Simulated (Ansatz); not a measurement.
Several settings on one geometry of Si17H24, a nanocrystal cut from cubic silicon (that of the charge 0 singlet, PBE-D4/def2-SVP). Ansatz on 2 threads of AMD EPYC 7R13 on a shared host and a share (18 GiB) of an NVIDIA H100 80GB HBM3; times are rough.

```xyz
41

Si   -1.8208   -2.8074    2.9623
Si    1.2309   -2.9180   -0.1297
Si   -1.6284    2.5499   -2.6805
Si    1.1042   -0.1463   -2.7063
Si   -1.5915   -0.2275    0.0068
Si    1.1069   -0.2302    2.7225
Si    1.0780    2.5437    0.0440
Si    3.8243   -0.1421    0.0416
Si   -3.0013   -1.5174    1.3806
Si   -2.9554    1.1487   -1.3319
Si   -0.2316   -1.5546   -1.3718
Si   -0.2577   -1.5063    4.1544
Si    2.4702   -1.5646    1.3459
Si   -0.2585    1.2183   -4.0565
Si   -0.2859    3.9095   -1.3037
Si    2.4473    1.2004   -1.3191
Si   -0.2549    1.1363    1.3759
H    -2.7979   -3.4147    3.9402
H    -1.1097   -3.9345    2.2593
H     2.1952   -3.5773   -1.0865
H     0.4906   -4.0018    0.6106
H    -2.5115    3.4230   -3.5426
H     2.0027   -1.0022   -3.5705
H     2.0149    0.6464    3.5561
H     1.9548    3.3910    0.9378
H     4.7546   -0.9636   -0.8170
H     4.6575    0.7359    0.9427
H    -3.8647   -2.4117    0.5251
H    -3.9071   -0.5643    2.1217
H    -3.8437    0.2888   -2.1975
H    -3.8357    1.9804   -0.4312
H    -1.1157   -2.3971   -2.2627
H     0.5874   -2.4010    5.0272
H    -1.0155   -0.5579    5.0505
H     3.3449   -2.4369    2.2168
H    -1.1179    0.3580   -4.9499
H     0.6001    2.0993   -4.9303
H     0.5733    4.8083   -2.1586
H    -1.1627    4.7782   -0.4358
H     3.2975    2.0958   -2.1919
H    -1.1673    1.9650    2.2521
```

Totals from different functionals, basis sets or treatments of relativity can't be compared as stabilities.

The 6-31G sets use Cartesian d functions.

Scalar relativity in a set contracted without it gives distorted totals.

The spins typed aren't always the lowest for that charge.

Give the basis size and estimate the energy, ⟨S²⟩, dipole and time of these runs.

```
run                 method  charge    state                                                                                                                                                                                                         further keys
  1   UKS B97M-V/6-31++G**       0  triplet  fitting: {mean_field: def2-universal-jkfit}; point_charges: [{charge: 1.00, position_ang: [7.348, 0.949, -0.877]}]; pseudopotentials: {relativity: none}; scf: {omitted_lower_state_checks: [starts]}; forces asked
  2  RKS ωB97X/aug-cc-pVDZ       0  singlet                                                                                                                    fitting: {mean_field: def2-universal-jkfit}; pseudopotentials: {relativity: scalar}; forces asked
  3    UKS PBE0/def2-mTZVP       0  singlet                                                                                                    fitting: {mean_field: def2-universal-jkfit}; nuclear_model: gaussian; scf: {omitted_lower_state_checks: [starts]}
```


```json
{"run": "1", "functions": "535", "energy (Eh)": "-4934.5141", "⟨S²⟩": "2.00", "dipole (D)": "32.02", "wall time": "52 s"}
{"run": "2", "functions": "675", "energy (Eh)": "-4945.1327", "⟨S²⟩": "–", "dipole (D)": "0.10", "wall time": "32 s"}
{"run": "3", "functions": "446", "energy (Eh)": "-4933.9694", "⟨S²⟩": "0.00", "dipole (D)": "–", "wall time": "14 s"}
```
